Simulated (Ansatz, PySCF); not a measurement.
Molecule: CH5AlO2 (charge 0, singlet). 
Geometry from a B3LYP-D3(BJ)/def2-TZVP (Ansatz, an electronic-structure program) optimisation:
```xyz
9

Al     0.0360     0.0341     0.0018
C     -1.4368    -1.2196    -0.1085
H     -1.1266    -2.1422    -0.6057
H     -2.2794    -0.8034    -0.6623
H     -1.7868    -1.5010     0.8875
O     -0.0899     1.5286    -0.8023
H      0.5753     2.2168    -0.8164
O      1.4113    -0.4060     0.9020
H      2.1984     0.1240     1.0268
```

Dipole moments at this geometry, in debye (magnitudes).

| level | program | dipole (D) |
|---|---|---|
| revPBE/def2-TZVPD | Ansatz | 1.42 |
| r2SCAN/def2-TZVPD | Ansatz | 1.52 |
| B97M-V/def2-TZVPD | Ansatz | 1.48 |
| B3LYP/def2-TZVPD | Ansatz | 1.52 |
| PBE0/def2-TZVPD | Ansatz | 1.50 |
| TPSSh/def2-TZVPD | PySCF | [?] |
| r2SCANh/def2-TZVPD | Ansatz | 1.54 |
| r2SCAN0/def2-TZVPD | Ansatz | 1.57 |
| HSE06/def2-TZVPD | Ansatz | 1.49 |
| CAM-B3LYP/def2-TZVPD | Ansatz | 1.58 |
| wB97M-V/def2-TZVPD | Ansatz | 1.56 |
| wB97X-V/def2-TZVPD | Ansatz | 1.57 |
| CCSD(T)/aug-cc-pV(D+d)Z | Ansatz | [?] |

**Question.** What belongs in the gaps?

**Answer.** 
- TPSSh/def2-TZVPD, dipole (D): 1.54
- CCSD(T)/aug-cc-pV(D+d)Z, dipole (D): 1.56
